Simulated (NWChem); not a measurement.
Species: AlH$_{2}$OCl; SMILES [OH][AlH][Cl]

```xyz
5

Al    -0.5793     0.6087     0.0000
H     -2.1439     0.6903     0.0000
Cl     0.4180    -1.2441     0.0000
O      0.3066     2.0498     0.0000
H      1.2591     2.1544     0.0000
```
Atoms are numbered in this order, from 1.

Program: NWChem. Coordinates come from a PBE0/def2-SVP optimisation. Static field.

```json
[
 {"level": "PBE/def2-SVPD", "isotropic polarisability (bohr³)": "46.2", "anisotropy (bohr³)": "12.6"},
 {"level": "B3LYP/def2-SVPD", "isotropic polarisability (bohr³)": "44.0", "anisotropy (bohr³)": "11.6"},
 {"level": "Hartree-Fock/def2-SVPD", "isotropic polarisability (bohr³)": "38.7", "anisotropy (bohr³)": "8.6"},
 {"level": "CAM-B3LYP/def2-SVPD", "isotropic polarisability (bohr³)": "43.1", "anisotropy (bohr³)": "11.0"}
]
```
